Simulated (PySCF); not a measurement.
Geometry (Å), atoms numbered from 1 in this order:
```xyz
13

C    -2.2162    0.0476   -0.0411
Si   -0.6563   -0.9880    0.0590
N     0.7543   -0.0317    0.4376
Si    2.2051    0.2120   -0.4888
H    -2.1093    0.8448   -0.7926
H    -3.0781   -0.5796   -0.3198
H    -2.4443    0.5196    0.9277
H    -0.8605   -2.0526    1.0949
H    -0.3824   -1.6440   -1.2553
H     0.7674    0.3701    1.3723
H     2.5944    1.6576   -0.4920
H     1.9314   -0.2322   -1.8867
H     3.3809   -0.5548    0.0365
```

PySCF 2.14.0 with density-fitted response routines calculation with structure optimised with PBE0-D3(BJ)/def2-SVP and shieldings: GIAO PBE/pcSseg-2; no relativistic terms, a single conformation, in vacuum, one averaged value for each set of equivalent atoms.

Scale: ¹³C and ¹H and ²⁹Si against TMS; ¹⁵N against NH3 (reference shieldings calculated alike).

| atoms | nucleus | count | δ (ppm) |
| --- | --- | --- | --- |
| H10 | ¹H | 1 | -0.64 |
| H8/H9 | ¹H | 2 | 5.03 |
| Si4 | ²⁹Si | 1 | -52.6 |
| C1 | ¹³C | 1 | 1.0 |
| Si2 | ²⁹Si | 1 | -22.5 |
| H11/H12/H13 | ¹H | 3 | ? |
| N3 | ¹⁵N | 1 | ? |
| H5/H6/H7 | ¹H | 3 | 0.19 |

Complete the table.

## Answers


- H11/H12/H13: 5.01 ppm, hydrogen on a silicon bonded to N
- N3: 16.8 ppm, nitrogen bonded to 2 Si, H

OH and NH positions are those of a molecule without intermolecular hydrogen bonds; in solution they move with solvent, concentration and temperature, and exchange usually removes their couplings. Shifts are as computed, not scaled to solution data. Of 1211 compounds with measured shifts, 218 miss one by over three times the rms of a fit or turn the order of signals round; such compounds aren't used in these exercises. Experimental scales use liquid or dissolved standards, which lie at an offset from isolated NH3 (liquid NH3: subtract about 20 ppm).
